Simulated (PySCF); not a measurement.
Atomic charges by several schemes

Compound: C8H11P.
SMILES with atom numbers: `[CH3:1][PH:2][c:3]1[cH:4][cH:5][c:6]([CH3:7])[cH:8][cH:9]1` (hydrogens: H10, H11, H12 on C1; H13 on P2; H14 on C4; H15 on C5; H16, H17, H18 on C7; H19 on C8; H20 on C9)

Cartesian coordinates in Å at the PBE0-D3(BJ)/def2-SVP level; atoms count from 1:
```
atom  x, y, z in Å
C1     2.8787   -0.2096    0.3647
P2     2.0186    0.2125   -1.2280
C3     0.2746    0.2529   -0.6482
C4    -0.2849    1.3346    0.0441
C5    -1.6091    1.3009    0.4712
C6    -2.4202    0.1852    0.2298
C7    -3.8566    0.1639    0.6641
C8    -1.8579   -0.8962   -0.4575
C9    -0.5375   -0.8602   -0.8980
H10    2.6602   -1.2596    0.6100
H11    2.5595    0.4228    1.2058
H12    3.9665   -0.1137    0.2261
H13    2.2441    1.6226   -1.1776
H14    0.3254    2.2174    0.2554
H15   -2.0231    2.1594    1.0081
H16   -4.1931   -0.8570    0.8961
H17   -4.5135    0.5508   -0.1332
H18   -4.0193    0.7901    1.5532
H19   -2.4691   -1.7805   -0.6596
H20   -0.1289   -1.7115   -1.4506
```

Density: PBE0/pcSseg-1 (PySCF); schemes: Mulliken, IAO, Hirshfeld and ESP-fitted. The structure is a single PBE0-D3(BJ)/def2-SVP conformer in the gas phase; no vibrational or solvent corrections.

Problem. Which atoms carry the lowest charge in the Mulliken, IAO, Hirshfeld and ESP-fitted schemes?

Solution. The schemes don't all agree: Mulliken C1 (-0.508); IAO C1 (-0.596); Hirshfeld C1 (-0.165); ESP-fitted C7 (-0.568).

Problem. For which atoms does the sign change between the 4 schemes (beyond +0.03 e in one, beyond −0.03 e in another)?

Solution. P2, C3, C6 and H13.

Problem. Tabulate the Mulliken, IAO, Hirshfeld and ESP-fitted charges.

Solution. In e:

| atom | environment | Mulliken | IAO | Hirshfeld | ESP-fitted |
| --- | --- | --- | --- | --- | --- |
| C1 | sp3 carbon bound to phosphorus | -0.508 | -0.596 | -0.165 | -0.033 |
| P2 | phosphine phosphorus | +0.303 | +0.352 | +0.107 | -0.344 |
| C3 | substituted aromatic carbon | -0.423 | -0.198 | -0.057 | +0.032 |
| C4 | aromatic CH carbon | -0.016 | -0.144 | -0.051 | +0.012 |
| C5 | aromatic CH carbon | -0.024 | -0.159 | -0.054 | -0.486 |
| C6 | substituted aromatic carbon | -0.316 | +0.020 | +0.011 | +0.487 |
| C7 | benzylic-type carbon | -0.146 | -0.418 | -0.113 | -0.568 |
| C8 | aromatic CH carbon | -0.025 | -0.159 | -0.054 | -0.486 |
| C9 | aromatic CH carbon | -0.027 | -0.142 | -0.053 | -0.003 |
| H10 | methyl hydrogen | +0.149 | +0.155 | +0.042 | +0.065 |
| H11 | methyl hydrogen | +0.145 | +0.145 | +0.038 | +0.007 |
| H12 | methyl hydrogen | +0.145 | +0.153 | +0.043 | +0.071 |
| H13 | P–H hydrogen | +0.034 | -0.038 | -0.019 | +0.131 |
| H14 | aromatic hydrogen | +0.085 | +0.145 | +0.045 | +0.108 |
| H15 | aromatic hydrogen | +0.074 | +0.144 | +0.047 | +0.206 |
| H16 | methyl hydrogen | +0.124 | +0.147 | +0.046 | +0.154 |
| H17 | methyl hydrogen | +0.142 | +0.154 | +0.047 | +0.155 |
| H18 | methyl hydrogen | +0.123 | +0.146 | +0.046 | +0.151 |
| H19 | aromatic hydrogen | +0.075 | +0.145 | +0.048 | +0.206 |
| H20 | aromatic hydrogen | +0.085 | +0.149 | +0.044 | +0.136 |

Mean size of the charges over all atoms: ESP-fitted 0.192 e, IAO 0.185 e, Mulliken 0.148 e, Hirshfeld 0.057 e. Each set sums to the total charge, 0, to within 0.001 e. The Hirshfeld scheme weights the molecular density at each point by an atom's share of the summed free-atom densities. The ESP scheme fits charges at the nuclei, held to the total charge, to the electrostatic potential on points at 1.4 to 2.0 times the van der Waals radii.

Problem. How closely do the schemes follow one another over all atoms?

Solution. Correlation coefficient and root-mean-square difference: IAO with Hirshfeld 1.00, 0.159 e; Mulliken with IAO 0.82, 0.130 e; Mulliken with Hirshfeld 0.79, 0.152 e; Hirshfeld with ESP-fitted 0.42, 0.241 e; IAO with ESP-fitted 0.40, 0.267 e; Mulliken with ESP-fitted -0.01, 0.330 e.

Problem. How many electrons does the Mulliken scheme count on C6?

Solution. Z − q = 6 − (-0.316) = 6.316.
